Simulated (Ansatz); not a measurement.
Stepwise reaction of `[SiH3]Cl` with methanol, as a gas-phase model of exchange steps in deposition or etching. ΔE in kJ/mol.

Computed with Ansatz on PBE0-D4/def2-TZVP structures; ΔE is electronic, products minus reactants. CCSD(T)/CBS is the MP2 limit (def2-TZVPP, def2-QZVPP) plus CCSD(T) − MP2 in def2-TZVPP, frozen cores. This one scheme is used for every species. DFT in def2-TZVPP. B3LYP here is the variant with VWN-RPA as its local correlation; programs differ in this. One conformer a species, not always the lowest.

| step | reaction | PBE-D4 | B3LYP-D4 | ωB97M-V | CCSD(T)/CBS |
| --- | --- | --- | --- | --- | --- |
| 1 | `[SiH3]Cl` + CH₃OH → `CO[SiH2]Cl` + H₂ | -81.7 | -89.2 | -88.1 | -88.2 |
| 2 | `CO[SiH2]Cl` + CH₃OH → `CO[SiH](Cl)OC` + H₂ | -87.2 | -95.4 | -94.9 | -94.6 |

Problem. By hand: ΔE of the 2 steps together at CCSD(T)/CBS.

Solution. (-88.2) + (-94.6) = -182.8 kJ/mol, or -91.4 kJ/mol a step.

In ΔE each step is lower than the one before. All are downhill at CCSD(T)/CBS. PBE-D4 differs from CCSD(T)/CBS by 6.5 to 7.4 kJ/mol a step. Isolated molecules leave out the surface, adducts and barriers. Largest T1 diagnostic: 0.011.
